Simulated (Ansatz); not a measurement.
A nudged elastic band was laid between two geometries of AlCl2H + H4Si (9 atoms, charge 0, multiplicity 1).

Theory: Ansatz 0.2.0, RKS PBE/def2-SVP.

```yaml
movable_images: 7
climbing_image: yes
spring: 5.0 eV/Å²
optimiser: quadratic models (default)
start_path: through a guess of the saddle point
force_threshold: 0.05 eV/Å
iteration_limit: 60
end_points: relaxed
```

First end point:

```xyz
9
Properties=species:S:1:pos:R:3
Al -0.064 0.263 0.303
Cl 0.175 1.380 2.088
H 1.128 0.132 -0.732
Cl -2.059 -0.149 -0.325
Si -0.329 -2.899 1.029
H -0.440 -3.165 -0.438
H 0.646 -3.836 1.682
H -1.652 -2.892 1.726
H 0.288 -1.509 1.219
```

Last end point:

```xyz
9
Properties=species:S:1:pos:R:3
Al -0.044 -0.458 -0.252
Cl 0.007 0.368 2.296
H 1.309 0.240 -0.725
Cl -1.883 0.408 -0.918
Si -0.241 -2.739 0.660
H -1.061 -3.735 -0.116
H 1.079 -3.384 1.004
H -0.951 -2.575 2.006
H -0.522 -0.801 2.596
```

What changes between the two ends?

Bonds broken: Al1–Cl2, Si5–H9. Bonds formed: Al1–Si5, Cl2–H9. AlCl2H + H4Si becomes AlCl2H5Si.

What energy profile does the band end with?

It converged. The highest image is number 6 of 0 to 8, 1.59 eV above the first end and 0.23 eV above the last; the last end lies 1.36 eV above the first. A vibrational analysis at the climbing image gives one clearly imaginary mode, 371i cm⁻¹: a first-order saddle point. The orbitals stay closed-shell, which can raise the energy where a bond breaks towards radicals; this wasn't checked here.

| image | path coordinate (Å) | energy (eV) | Al1–Cl2 (Å) | Si5–H9 (Å) | Al1–Si5 (Å) |
| --- | --- | --- | --- | --- | --- |
| 0 | 0.00 | 0.00 | 2.12 | 1.53 | 3.25 |
| 1 | 0.53 | 0.01 | 2.12 | 1.53 | 3.25 |
| 2 | 1.05 | 0.02 | 2.12 | 1.53 | 3.29 |
| 3 | 1.58 | 0.05 | 2.12 | 1.53 | 3.27 |
| 4 | 2.10 | 0.27 | 2.15 | 1.54 | 3.05 |
| 5 | 2.63 | 1.10 | 2.26 | 1.72 | 2.74 |
| 6 | 3.16 | 1.59 | 2.48 | 2.12 | 2.54 |
| 7 | 3.70 | 1.47 | 2.63 | 2.47 | 2.48 |
| 8 | 4.25 | 1.36 | 2.68 | 2.75 | 2.46 |

What is the geometry of the highest image?


```xyz
9
Properties=species:S:1:pos:R:3
Al -0.102 -0.340 -0.021
Cl -0.017 0.522 2.303
H 1.281 0.054 -0.691
Cl -1.953 0.336 -0.821
Si -0.284 -2.703 0.892
H -0.932 -3.404 -0.277
H 1.065 -3.320 1.148
H -1.154 -2.973 2.097
H -0.210 -0.849 1.922
```

What are the harmonic wavenumbers there?

371i, 27, 92, 114, 169, 302, 315, 383, 501, 509, 564, 597, 656, 847, 890, 896, 1601, 1920, 2132, 2142, 2165 cm⁻¹.

Time of the run: 2.8 min on 2 threads of Arm Neoverse V1, with other jobs on the host, peak memory 0.14 GiB.
